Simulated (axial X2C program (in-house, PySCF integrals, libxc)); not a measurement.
What spin–orbit coupling does to SrN⁻

Calculated with an in-house relativistic program for diatomic molecules. Spin-free means the one-electron spin-free X2C Hamiltonian; two-component (2c) means X2C with spin–orbit coupling and atomic mean-field two-electron Coulomb and Gaunt terms, so the difference of the two also holds small scalar two-electron terms. Basis: Sr dyall-acv3z [14s13p9d6f1g], N dyall-av3z [7s7p3d2f] (cores contracted in-house); Gaussian nuclei, density fitting, unrestricted open shells. Masses: Sr 87.906 u, N 14.003 u.

Spin-free state: M_S = 1, Λ = 0 (beyond evenly filled blocks: π+α, π-α); fragments Sr- + N.

```
  level  Re (Å)  ωe (cm⁻¹)  μ (D)
     HF   2.496      352.8   1.44
    MP2   2.517      342.7    n/a
   CCSD   2.522      338.1    n/a
CCSD(T)   2.526      334.3    n/a
```

Correlated methods: 8 electrons correlated (number of frozen shells: Sr 4 s, 3 p, 1 d; N 1 s), 294 virtual spin orbitals or spinors in MP2, 90 natural virtuals in coupled cluster.

Dipoles are positive if N is the positive end and refer to the centre of mass.

Two-component determinant lowest at the distance of the search:

Ω = 1 (⟨Sz⟩ = 1.00, ⟨Lz⟩ = 0.00 at HF); fragments Sr- + N.

| level | Re (Å) | ωe (cm⁻¹) | μ (D) |
| --- | --- | --- | --- |
| HF | 2.496 | 352.7 | 1.44 |
| MP2 | 2.517 | 342.7 | n/a |
| CCSD | 2.522 | 337.8 | n/a |
| CCSD(T) | 2.526 | 334.0 | n/a |

Problem. From the two tables, how do the constants change at the CCSD(T) level (2c against spin-free)?

Solution. At the CCSD(T) level Re is unchanged within 0.001 Å and ωe decreases by 0.3 cm⁻¹.

The state is one determinant whose occupation by symmetry is held fixed; it was picked as the lowest of a PBE0 search that is not exhaustive. De is not given where an atomic determinant may have missed its ground term or J level, or where the truncated virtual space spoils (T). Coupled cluster ran in a truncated set of natural virtual spinors; the MP2 energy of the rest was added. (T) has no such correction and the atoms are truncated less, which lowers De at CCSD(T) by a hundredth of an eV or more. Other states lie close and PBE0, whose exact exchange favours high spin, may order them wrongly; the determinant shown need not be the ground state. The nearest other spin-free determinant of the search, M_S = 1, Λ = 1, lies 0.18 eV up at the distance of the search. With several unpaired electrons one determinant need not be a pure state. The outer-core s and p shells of the metal are frozen in the correlated rows, which leaves out core–valence correlation; for alkali and alkaline-earth bonds that tends to lengthen them. Open-shell Ω = 0 determinants with evenly filled partner blocks cannot be reached by this program, so the Ω shown need not be the lowest component. This is the Ω = 1 component of a π² triplet; the 0⁺ component is not one determinant and can lie lowest. With the outer-core shells frozen, correlated bond lengths of heavy atoms tend to come out a few hundredths of an ångström too long.
